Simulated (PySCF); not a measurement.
## Broadened absorption spectrum of C5H3FOS

Compound: C5H3FOS.
Atom-mapped SMILES: `[O:1]=[C:2]([F:3])[c:4]1[cH:5][cH:6][cH:7][s:8]1` (hydrogens: H9 on C5; H10 on C6; H11 on C7)

Computed, not measured: TDDFT wB97X-D/def2-SVPD, vertical, gas phase, core orbitals frozen in the response in PySCF 2.14.0, density-fitted response routines. Geometry: GFN2-xTB, one conformer, isolated molecule. Torsions of this conformer, `[O:1]=[C:2]([F:3])[c:4]1[cH:5][cH:6][cH:7][s:8]1`: O1–C2–C4–C5 180°.

Each state is given a Gaussian of 0.4 eV full width at half maximum, with ε(max) = 2.175×10⁸ f / Δν̃ (Δν̃ the width in cm⁻¹). The width is an assumption, not a result. The curve ends short of the highest state used, and states not computed would add to its high-energy end.

```
E (eV)  ε (L mol⁻¹ cm⁻¹)
  4.40                23
  4.51               188
  4.61               868
  4.72              3147
  4.83              7585
  4.94             12465
  5.04             14840
  5.15             14916
  5.26             13710
  5.36             11284
  5.47              7031
  5.58              3052
  5.68              1010
  5.79               202
  5.90                27
  6.00                 3
  6.11                 0
  6.22                 1
  6.32                 6
  6.43                22
  6.54                56
  6.64                91
  6.75               117
  6.86               155
```

**Question.** Locate the maxima and give the states behind the curve.

**Answer.** 243 nm (5.09 eV), ε about 15000, made up of S1 (70%) and S2 (30%) (ε in L mol⁻¹ cm⁻¹; maxima over ε = 5, shares over 10%). At its high-energy end, 6.86 eV, the curve is still rising (ε about 160, from S5, S6 and S7). The states used: S1 5.00 eV (f 0.183); S2 5.31 eV (f 0.153); S3 5.45 eV (f 0.0000); S4 6.68 eV (f 0.0000); S5 6.72 eV (f 0.0015); S6 7.09 eV (f 0.0017); S7 7.39 eV (f 0.067); S8 7.46 eV (f 0.0020).

**Question.** On this curve, what absorbance would a 10⁻⁴ mol/L sample give at 280 nm over a 1 cm path?

**Answer.** 280 nm is 4.428 eV, where ε is about 41 L mol⁻¹ cm⁻¹, so A = ε c l ≈ 0.0041 (Beer–Lambert, with the gas-phase spectrum and the assumed width).

**Question.** What would ε be at 5.09 eV, the highest of these maxima, with half the width (0.2 eV)?

**Answer.** About 15000 L mol⁻¹ cm⁻¹ against 15100, a factor of about 1.0; a lone state at its own centre would give exactly 2.

**Question.** Coming from long wavelengths, where does ε first pass 100 L mol⁻¹ cm⁻¹?

**Answer.** At about 277 nm (4.48 eV), 0.53 eV below S1.
